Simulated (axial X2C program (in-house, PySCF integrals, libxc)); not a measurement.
Worked dissociation energy of IrB⁺: CCSD(T), scalar-relativistic

Calculated with an in-house relativistic program for diatomic molecules. Spin-free means the one-electron spin-free X2C Hamiltonian. Basis: Ir dyall-cv3z [13s14p9d6f4g], B dyall-v3z [7s6p2d1f] (cores contracted in-house); Gaussian nuclei, density fitting, unrestricted open shells. Masses: Ir 192.963 u, B 11.009 u.

Molecular state: M_S = 3/2, Λ = 2 (beyond evenly filled blocks: 2 × σα, δ+α, δ+β, δ-α).

Correlated methods: 11 electrons correlated (number of frozen shells: Ir 5 s, 4 p, 2 d, 1 f; B 1 s), 273 virtual spin orbitals or spinors in MP2, 90 natural virtuals in coupled cluster.

```
E(Ir) (2M_S = 3, M_L = 2) : -17824.419651 hartree
E(B+) (2M_S = 0, M_L = 0) : -24.304536 hartree
E(IrB⁺) at Re             : -17848.876888 hartree
ωe                        : 823.4 cm⁻¹
ωexe                      : 5 cm⁻¹
```

Problem. Work out De and D0.

Solution. De = -17824.419651 + (-24.304536) − (-17848.876888) = 0.15270 hartree = 4.155 eV. The zero-point energy is ωe/2 − ωexe/4 = 410 cm⁻¹ = 0.051 eV, so D0 = 4.104 eV.

The state is one determinant whose occupation by symmetry is held fixed; it was picked as the lowest of a PBE0 search that is not exhaustive. De is counted from the lowest determinant-based energies of the atoms at the same level, without counterpoise correction. Coupled cluster ran in a truncated set of natural virtual spinors; the MP2 energy of the rest was added. (T) has no such correction and the atoms are truncated less, which lowers De at CCSD(T) by a hundredth of an eV or more. Other states lie close and PBE0, whose exact exchange favours high spin, may order them wrongly; the determinant shown need not be the ground state. The nearest other spin-free determinant of the search, M_S = 3/2, Λ = 0, lies 0.21 eV up at the distance of the search.

Each atomic determinant is the lowest at this level and need not be a pure term. Totals compare only within one Hamiltonian and basis.
